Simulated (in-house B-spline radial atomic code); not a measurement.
Computed with a B-spline radial atomic code. Model: two electrons, singlet ground state, non-relativistic, full CI in B-splines with partial waves to l = 8 (at full coupling up to 3e-4 hartree above the limit, correlation up to 0.6 % small), density held at that of full coupling by Lieb maximisation.

Along the adiabatic connection the electron repulsion is scaled by a coupling λ while a local potential keeps the density fixed. At λ = 0 the system is the Kohn-Sham one and W equals the exchange energy; the exchange-correlation energy is the area under W between 0 and 1. The kinetic energy rises with λ as the electrons avoid each other, with dT/dλ = −λ dW/dλ.

Command:
```bash
python run_ac.py task.json out
```
Settings (lengths in bohr, energies in hartree):
```
potential              yukawa
strength               5.66
lmax                   8
second                 1.64
```

Cost of the run: 20 s on 1 thread of Intel(R) Xeon(R) Processor @ 2.30GHz (shared host).

**W = mean repulsion less Hartree energy, and W of three functionals.**

Given: confinement screened point charge; nuclear charge 5.66; screening of the nucleus 1.64 1/bohr; external potential -Z exp(-k r)/r.

Computed: LDA exchange minus exact 428.06 millihartree; SCAN exchange minus exact -11.349 millihartree.

```csv
coupling,W xc (hartree),W xc minus exchange (millihartree),kinetic minus Kohn-Sham (millihartree),LDA (PW92) W minus its exchange (millihartree),PBE W minus its exchange (millihartree),SCAN W minus its exchange (millihartree)
0,-3.0788,0,0,0,0,0
0.02,-3.0807,-1.904,0,-14.52,-1.8,-1.84
0.05,-3.0836,-4.748,0.1,-30.74,-4.52,-4.56
0.12,-3.0902,-11.334,0.7,-61.27,-10.9,-10.81
0.25,-3.1022,-23.387,2.9,-106.55,-22.82,-22.12
0.4,-3.1158,-37.01,7.3,-149.67,-36.52,-34.77
0.6,-3.1336,-54.717,16.2,-198.6,-54.57,-51.06
0.8,-3.1508,-71.921,28.2,-241.17,-72.3,-66.76
1,-3.1675,-88.643,43.2,-279.28,-89.65,-81.94
1.4,-3.1996,-120.72,81.7,-345.96,-123.17,-110.88
2,-3.2445,-165.66,157.9,-429.73,-170.47,-151.19
3,-3.312,-233.12,325.8,-542.2,-241.94,-211.54
4.5,?,?,?,?,?,?
7,?,?,?,?,?,?
10,-3.6184,-539.54,2185.6,-972.63,-575.91,-493.01
```

**Question.** What belongs in the row 4.5?

**Answer.** W xc (hartree): -3.3987; W xc minus exchange (millihartree): -319.84; kinetic minus Kohn-Sham (millihartree): 649.1; LDA (PW92) W minus its exchange (millihartree): -672.75; PBE W minus its exchange (millihartree): -334.53; SCAN W minus its exchange (millihartree): -289.44.

**Question.** What belongs in the row 7?

**Answer.** W xc (hartree): -3.5139; W xc minus exchange (millihartree): -435.08; kinetic minus Kohn-Sham (millihartree): 1305.2; LDA (PW92) W minus its exchange (millihartree): -833.09; PBE W minus its exchange (millihartree): -459.48; SCAN W minus its exchange (millihartree): -394.72.

**Question.** What is the PBE exchange minus exact?

**Answer.** 42.414 millihartree.

**Energy parts, natural occupations and partial-wave weights.**

Computed: total energy -13.7688 hartree; exchange energy -3.0788 hartree; kinetic part of the DFT correlation energy 0.043249 hartree; initial slope twice GL2 -0.095325 hartree; kinetic part over minus potential part 0.48791; Hartree energy 6.1577 hartree; Lieb Oxford ratio E_xc over LDA exchange 1.1786.

```json
{"natural": "s", "occupation of the shell (electrons)": "1.9979"}
{"natural": "p", "occupation of the shell (electrons)": "?"}
{"natural": "s", "occupation of the shell (electrons)": "0.00090162"}
{"natural": "d", "occupation of the shell (electrons)": "5.6203e-05"}
{"natural": "p", "occupation of the shell (electrons)": "4.3807e-05"}
{"natural": "s", "occupation of the shell (electrons)": "2.1522e-05"}
```

**Question.** What belongs in the row p?

**Answer.** occupation of the shell (electrons): 0.0010528.

```json
{"wave": "s", "weight": "0.99941"}
{"wave": "p", "weight": "0.00055068"}
{"wave": "d", "weight": "?"}
{"wave": "f", "weight": "4.711e-06"}
{"wave": "g", "weight": "1.1184e-06"}
```

**Question.** What belongs in the row d?

**Answer.** weight: 3.1878e-05.

**Question.** What is the Kohn-Sham kinetic?

**Answer.** 25.403 hartree.

**Question.** What is the correlation energy?

**Answer.** -0.045394 hartree.

Half-way to full coupling W has made 52 % of its drop, against 50 % for a straight line, and second-order (GL2) theory, half the initial slope, overshoots the correlation energy by about 5 %: correlation is weak here. Over couplings 0 to 1 the errors in E_xc come to about +308 millihartree for LDA, +42 millihartree for PBE, -8.3 millihartree for SCAN, so SCAN is nearest. In LDA and SCAN the errors of exchange and correlation have opposite signs, so the sum is smaller than the larger of the two.
